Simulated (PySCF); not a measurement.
Compound: C3H10F2Si2.
Geometry (PBE0-D3(BJ)/def2-SVP, Å), atoms numbered from 1 in this order:
```
atom  x, y, z in Å
F1    -2.1626   -0.9169    1.1728
C2    -1.5203   -1.3912    0.0744
F3    -2.4383   -1.5113   -0.9103
C4    -0.4120   -0.4457   -0.3315
Si5   -1.0877    1.3197   -0.6377
C6     0.7256   -0.4803    0.6957
Si7    2.2703    0.5402    0.3069
H8    -1.1472   -2.4039    0.3183
H9    -0.0434   -0.8116   -1.3065
H10   -0.1163    2.0397   -1.5156
H11   -1.1955    2.0530    0.6580
H12   -2.4145    1.2740   -1.3128
H13    1.0729   -1.5213    0.8367
H14    0.3492   -0.1560    1.6815
H15    1.9922    2.0060    0.3847
H16    2.7664    0.2198   -1.0674
H17    3.3323    0.2008    1.3015
```

Computed with PySCF at PBE0/pcSseg-1 and PBE0/def2-SVPD, non-relativistic, on one gas-phase PBE0-D3(BJ)/def2-SVP geometry that isn't relaxed in the solvent. The solvent is an IEF-PCM continuum (Bondi radii, 1.10 Å for H, scaled by 1.2). Only the electrostatic response of the medium enters.

Gas phase at PBE0/pcSseg-1: HOMO -8.70 eV, LUMO 0.42 eV, dipole 1.90 D.

Question: What does the continuum do to the energy, the frontier levels and the dipole at PBE0/pcSseg-1 in tetrahydrofuran and water?

Answer: 
```
        solvent      ε  E(solvent) − E(gas) (kJ/mol)  polarisation term (kJ/mol)  distortion of the solute (kJ/mol)  HOMO (eV)  LUMO (eV)  dipole (D)
tetrahydrofuran  7.426                        -11.17                      -12.74                               1.57      -8.46       0.65        2.40
          water  78.36                        -13.92                      -16.47                               2.55      -8.42       0.68        2.55
```

The polarisation term is half the interaction of the solute with the surface charges that it induces; the rest is the cost of distorting the solute's density. The sum is the electrostatic part of solvation alone. From tetrahydrofuran to water the lowering changes by a factor 1.25, Onsager's factor (ε − 1)/(2ε + 1) by 1.21 and ε itself by 10.6.

Question: Which radius a makes the point-dipole formula ΔE = −[(ε − 1)/(2ε + 1)]·μ²/a³ give the value in water, with the gas-phase dipole?

Answer: μ = 0.748 au and |ΔE| = 0.00530 Eh give a = 1.97 Å; the farthest nucleus lies 3.58 Å from the centroid of the nuclei, so such a sphere wouldn't even hold the nuclei. The formula assumes a rigid point dipole at the centre of a sphere.

Question: Give the dipole vector in the frame of the coordinates (D, pointing from negative to positive charge), gas and water.

Answer: Gas (1.71, -0.83, 0.05), solvent (2.17, -1.34, 0.06). Its length changes by +34 % and its direction by 6°.

Question: Which Hirshfeld charges (PBE0/pcSseg-1) respond most in tetrahydrofuran (means over atoms taken as equivalent)?

Answer: 
```tsv
atoms	environment	gas (e)	solvent (e)	change
H8	methine hydrogen	+0.045	+0.056	+0.011
F3	fluorine of a CF2 group	-0.097	-0.107	-0.010
F1	fluorine of a CF2 group	-0.096	-0.106	-0.010
H13	methylene hydrogen	+0.041	+0.049	+0.008
H9	methine hydrogen	+0.043	+0.051	+0.008
Si5	SiH3 silicon	+0.293	+0.290	-0.003
```

Gas phase at PBE0/def2-SVPD: HOMO -8.68 eV, LUMO 0.18 eV, dipole 1.93 D.

Question: What does the continuum do to the energy, the frontier levels and the dipole at PBE0/def2-SVPD in tetrahydrofuran?

Answer: 
```tsv
solvent	ε	E(solvent) − E(gas) (kJ/mol)	polarisation term (kJ/mol)	distortion of the solute (kJ/mol)	HOMO (eV)	LUMO (eV)	dipole (D)
tetrahydrofuran	7.426	-11.49	-13.39	1.90	-8.45	0.42	2.49
```

Question: How does the static polarisability (PBE0/def2-SVPD, frozen core, with the continuum's full static response) change?

Answer: 
```tsv
medium	isotropic (au)	principal values (au)	⟨r²⟩ of the electrons (bohr²)
gas	93.9	82.0, 94.4, 105.2	1426.3
tetrahydrofuran	120.2	109.2, 121.9, 129.6	1427.2
```

The isotropic value in tetrahydrofuran is 1.28 times the gas-phase one; no cavity-field correction is applied. ⟨r²⟩ is taken about the centre of nuclear charge.

On one thread, Arm Neoverse V1 (aarch64), on a shared host, this took 28 s and 1.0 GiB of memory at its peak. This is the whole shielding run at PBE0/pcSseg-1 in water, SCF included.
